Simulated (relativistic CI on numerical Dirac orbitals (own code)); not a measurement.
## Slater and spin-orbit integrals, Tl⁷⁵⁺

These numbers are calculated, not measured: Dirac-Coulomb-Breit CI, separate exchange-only KLI orbitals for each configuration, a model potential for QED, unscaled Slater integrals (own radial code, finite nucleus).

Slater integrals F^k, G^k are unscaled and averaged over j, outside the closed core 1s2; ζ comes from projecting the Hamiltonian with its Breit term on Σ l·s of the shell.

- 2s2.2p2: F^2(2p,2p) = 1.5748e+06, ζ(2p) = 1.1829e+07 cm⁻¹; <r>(2p) = 0.05918, <r^2>(2p) = 0.004289 (bohr units).
- 2s.2p3: F^2(2p,2p) = 1.5738e+06, G^1(2s,2p) = 1.7115e+06, ζ(2p) = 1.1808e+07 cm⁻¹; <r>(2s) = 0.06591, <r^2>(2s) = 0.005187, <r>(2p) = 0.05922, <r^2>(2p) = 0.004294 (bohr units).
- 2p4: F^2(2p,2p) = 1.5721e+06, ζ(2p) = 1.1788e+07 cm⁻¹; <r>(2p) = 0.05928, <r^2>(2p) = 0.004304 (bohr units).

Averages of the first 10 configurations, taken without configuration mixing, which lowers the lowest level and can move excited configurations by several eV; other configurations of the list can lie among them:

| Configuration | Parity | States | Average energy above the lowest level (eV) |
| --- | --- | --- | --- |
| 2s2.2p2 | even | 15 | 2911.7 |
| 2s.2p3 | odd | 40 | 4736.1 |
| 2p4 | even | 15 | 6631.2 |
| 2p3.3s | odd | 40 | 18044.3 |
| 2s2.2p.3s | odd | 12 | 14403.1 |
| 2p3.3p | even | 120 | 18576.1 |
| 2s2.2p.3p | even | 36 | 14949.3 |
| 2p3.3d | odd | 200 | 18977.6 |
| 2s2.2p.3d | odd | 60 | 15350.4 |
| 2s.2p2.3s | even | 60 | 16188.2 |
